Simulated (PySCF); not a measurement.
Al(GeH3)(H)(OH) (AlGeH5O), SMILES [OH][AlH][GeH3]. Atoms are numbered in the order given.

```xyz
8

Al    -1.2549     0.4598    -0.3758
Ge     0.7899    -0.6779     0.4090
H      1.0344    -2.0034    -0.3544
H      2.0629     0.1817     0.2438
H      0.6917    -1.0631     1.9061
H     -2.7189    -0.1518    -0.3070
O     -1.0377     2.0204    -1.0380
H     -1.7309     2.5895    -1.3865
```
Charge 0, spin multiplicity 1.

Geometry: B3LYP-D3(BJ)/def2-SVP. One conformer was computed; it need not be the lowest.

Level of theory: C-PCM-B3LYP/def2-SVP run with PySCF 2.14.0.

The values are the electrostatic part of the solvation free energy, E(continuum) − E(gas) at the gas-phase geometry, in a cavity of scaled van der Waals radii (PySCF's table); cavitation and dispersion terms are not included. A continuum can't describe solvent molecules that bind to the metal. In vacuum the orbital gap is 5.93 eV. The dipole moment in vacuum is 1.73 D.

Problem. Estimate the values in water (ε = 78.36), acetone (ε = 20.49), acetonitrile (ε = 35.69). (Estimate from the structure and the level; the computed values follow.)

Solution. 
| solvent | ε | ΔG(elec) (kcal/mol) | dipole (D) | gap (eV) |
|---|---|---|---|---|
| water | 78.36 | -6.2 | 2.25 | 6.25 |
| acetone | 20.49 | -5.9 | 2.22 | 6.24 |
| acetonitrile | 35.69 | -6.1 | 2.24 | 6.25 |
